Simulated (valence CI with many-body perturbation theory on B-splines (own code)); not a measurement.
Values are calculated unless marked as measured or tabulated.
**Run record, Ho¹⁷⁺**

Method: relativistic CI+MBPT: four valence electrons over a frozen Dirac-Fock core [Kr] 4d10, radial functions for each j: 7 s, 7 p, 7 d, 7 f, 4 g, 2 h, with the one-electron correlation potential Σ1 (screened to all orders), the two-electron term Σ2, the three-electron term Σ3, Breit, model QED; selected single and double excitations, second order for the rest, scaled by the run's own slope (own B-spline code, finite nucleus).

Command, and the settings that its task file holds:

```sh
python run_cv.py task.json out
```

```
atom Ho  Z=67  mass_number=165  rms_radius_fm=5.2022
core [Kr] 4d10
valence 4f4
avg = 1
basis = M
beyond = 1
breit = 1
cap = 32000
capref = 2200
cscale = 1
de = 0.0
dress = 0
eps = 2e-08
extrap = 1
h = 0.27
hh = 1
l2 = 3
lcore = 6
maxit = 60
n2 = 5
natural = 1
nlev = 190
nno = [4, 4, 4, 5, 3, 2]
nroot = 40
nsp = [3, 3, 3, 2, 1, 0]
pt2 = 1
qed = 1
rpa = 1
s1 = 1
s2 = 1
s3 = 1
screen = 1
tol = 2e-05
whole = 1
```

It took 4.2 min on 1 thread of Intel(R) Xeon(R) Processor @ 2.30GHz, on a shared host.

Log. The first blocks belong to the next ion, which gives the ionisation energy. Fields: 2J, parity (1 odd), roots, reference size, generating configurations, candidates as configurations/state functions, variational space P, stored matrix elements, Davidson steps; e2 is the range of second-order energies in hartree. The first line gives the box (bohr), its intervals, the orbitals and the steps of their self-consistent field. Window is the range of levels sought, series limit the energy at which the first omitted orbital would enter, core excitation an estimate of the first excitation out of the core, left out the lowest levels not solved, and shifts from estimates the range by which levels moved from their first estimate, all in cm⁻¹.

```
rmax 8.3 intervals 61 orbitals 61 references ['4f4', '4f3 5s', '4f2 5s2', '4f3 5p', '4f2 5s 5p'] scf 5 t 1.3
2J=9 par=1 roots 2 ref 51 generators 5 cand 2644/8718 P 837/2978 nnz 2.7e+06 it 5
2J=9 par=1 roots 2 ref 51 generators 9 cand 3472/11182 P 1249/4406 nnz 5.1e+06 it 5
   second order: generators 15 cand 5335/17200 e2 -0.00002 -0.00001
2J=11 par=1 roots 2 ref 37 generators 5 cand 3181/9744 P 941/3197 nnz 3e+06 it 5
2J=11 par=1 roots 2 ref 37 generators 10 cand 3681/10840 P 1359/4556 nnz 5.4e+06 it 5
   second order: generators 17 cand 4577/13362 e2 -0.00002 -0.00001
2J=13 par=1 roots 2 ref 22 generators 3 cand 2127/5860 P 819/2395 nnz 0 it 5
2J=13 par=1 roots 2 ref 22 generators 8 cand 3065/8031 P 1133/3278 nnz 2.8e+06 it 5
   second order: generators 13 cand 3833/10022 e2 -0.00001 -0.00001
reference levels 2051, estimated 406, window 420060 1/cm; series limit 2027942, core excitation 1288855
2J=8 par=0 roots 23 ref 132 generators 25 cand 14392/151507 P 584/6386 nnz 8.4e+06 it 9
2J=8 par=0 roots 23 ref 132 generators 44 cand 28720/315567 P 3033/28275 nnz 1.2e+08 it 10
   second order: generators 87 cand 54842/633667 e2 -0.00093 -0.00006
2J=10 par=0 roots 18 ref 102 generators 16 cand 12269/111860 P 543/6362 nnz 8.8e+06 it 8
2J=10 par=0 roots 18 ref 102 generators 28 cand 25323/251942 P 2720/27347 nnz 1.2e+08 it 10
   second order: generators 64 cand 53562/633238 e2 -0.00090 -0.00005
2J=12 par=0 roots 16 ref 82 generators 17 cand 9860/80372 P 596/6395 nnz 9.1e+06 it 9
2J=12 par=0 roots 16 ref 82 generators 31 cand 22730/214732 P 3071/26941 nnz 1.1e+08 it 8
   second order: generators 68 cand 47081/522510 e2 -0.00058 -0.00003
2J=14 par=0 roots 9 ref 47 generators 9 cand 5160/36862 P 637/6400 nnz 8.8e+06 it 8
2J=14 par=0 roots 9 ref 47 generators 13 cand 10822/98236 P 2914/24118 nnz 9.6e+07 it 9
   second order: generators 25 cand 20705/209877 e2 -0.00010 -0.00002
2J=16 par=0 roots 8 ref 29 generators 9 cand 4315/24968 P 875/6396 nnz 8.3e+06 it 6
2J=16 par=0 roots 8 ref 29 generators 12 cand 6032/41746 P 2809/17583 nnz 5.4e+07 it 8
   second order: generators 29 cand 18922/180486 e2 -0.00012 -0.00002
2J=2 par=0 roots 8 ref 73 generators 10 cand 5812/34360 P 970/6398 nnz 7.9e+06 it 5
2J=2 par=0 roots 8 ref 73 generators 13 cand 9710/56291 P 3263/19781 nnz 5.8e+07 it 7
   second order: generators 34 cand 31725/231045 e2 -0.00014 -0.00002
2J=4 par=0 roots 19 ref 123 generators 18 cand 11316/82375 P 694/6396 nnz 7.9e+06 it 7
...
2J=6 par=1 roots 14 ref 223 generators 15 cand 12039/154691 P 3285/31997 nnz 1.3e+08 it 8
   second order: generators 41 cand 33787/421388 e2 -0.00023 -0.00008
2J=0 par=1 roots 2 ref 47 generators 2 cand 2927/6082 P 2052/4501 nnz 3.3e+06 it 5
2J=0 par=1 roots 2 ref 47 generators 9 cand 9946/27000 P 2943/6788 nnz 6.2e+06 it 5
   second order: generators 22 cand 26272/72843 e2 -0.00006 -0.00005
2J=18 par=1 roots 1 ref 21 generators 1 cand 1604/8739 P 1046/4798 nnz 4.5e+06 it 4
2J=18 par=1 roots 1 ref 21 generators 4 cand 5285/33757 P 1537/7758 nnz 1.2e+07 it 5
   second order: generators 14 cand 17601/120772 e2 -0.00008 -0.00008
left out: unestimated 600286, estimated 452952, shifts from estimates -113 to 245
operators 6.6
```

The Davidson iterations converged.

No measured levels were compared; by estimate terms of the open shell hold to a few per cent of their energy, and close levels can change places.

```
Valence energy                            : -67.11017 hartree
Ionisation energy                         : 397.9 eV (NIST: 408 ± 20 eV (theoretical))
Reference configurations for the orbitals : 4f4, 4f3 5s, 4f2 5s2, 4f3 5p, 4f2 5s 5p
Radial orbitals                           : 61
Box radius                                : 8.296 bohr
Largest variational space                 : 31997
Lowest levels                             : 4f⁴ ⁵I_4 0.0, 4f⁴ ⁵I_5 5226, 4f⁴ ⁵I_6 10457, 4f⁴ ⁵I_7 15509, 4f⁴ ⁵I_8 20340, 4f⁴ ⁵F_1 26410, 4f⁴ ⁵F_2 26800, 4f⁴ ⁵F_3 30137, 4f⁴ ⁵F_4 [a] 31111, 4f⁴ ⁵S_2 31799, 4f⁴ ³K_6 [a] 34400, 4f⁴ ⁵G_2 35875, 4f⁴ ⁵F_5 36739, 4f⁴ ⁵F_4 [b] 36809 cm⁻¹
```

Names give the largest LS component (configuration and term), which can be under half, so a name can repeat, a term be missing and a line seem to break the LS rules; names also repeat where a configuration has a term twice. Letters in brackets count levels of one name in rising energy.
